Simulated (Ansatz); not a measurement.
`[CH3][SnH]([CH3])[NH2]` → CH₄ + `[CH3][Sn][NH2]` at 400 K and 1 bar (stannylene formation by 1,1-elimination).

Computed with Ansatz on PBE0-D4/def2-TZVP structures; ΔE is electronic, products minus reactants. CBS: MP2 limit from def2 TZ/QZ plus the TZ coupled-cluster correction, frozen cores. This one scheme is used for every species. def2 core potentials past Kr. For Sn outer-core shells are correlated without core-valence functions, which leaves a few kJ/mol of doubt a bond. One conformer a species, not always the lowest.

```csv
species,CCSD(T)/CBS energy (Eh),H − E (kJ/mol),S (J/(mol·K))
`[CH3][SnH]([CH3])[NH2]`,-350.26218,312.1,423.9
CH₄,-40.46206,131.3,197.2
`[CH3][Sn][NH2]`,-309.80337,184.1,355.8
```

H − E and S are ideal-gas, rigid-rotor, harmonic terms from PBE0-D4/def2-TZVP, for one conformer and one mirror image of each species. 1 Eh = 2625.50 kJ/mol, R = 8.31446 J/(mol·K).

By hand: ΔE, ΔH, ΔS and ΔG.

ΔE = (-40.46206) + (-309.80337) − (-350.26218) = -0.00325 Eh = -8.5 kJ/mol. Δ(H − E) = 131.3 + 184.1 − 312.1 = 3.3, so ΔH = -5.2 kJ/mol. ΔS = 197.2 + 355.8 − 423.9 = 129.1 J/(mol·K). ΔG = -5.2 − 400 × (129.1)/1000 = -56.8 kJ/mol.

By hand: the equilibrium constant, and the temperature at which ΔG would vanish if ΔH and ΔS stayed fixed.

log₁₀ K = −ΔG/(RT ln 10) = 7.4. ΔH and −TΔS have one sign here, so there is no such temperature. One of them is within its doubt of zero, so this could turn.

The number of gas molecules changes by +1, which sets the sign of ΔS. A doubt of 5 kJ/mol in ΔE shifts log₁₀ K by 0.7 here. Other conformers and mirror images would add mixing entropy, several J/(mol·K) or more a flexible species. Modes under 60 cm⁻¹, often nearly free rotors, make the harmonic entropy too high. These are equilibria of isolated gas molecules and say nothing of rates. Largest T1 diagnostic: 0.016 (customary marks: 0.02 for closed shells, 0.045 for open ones).
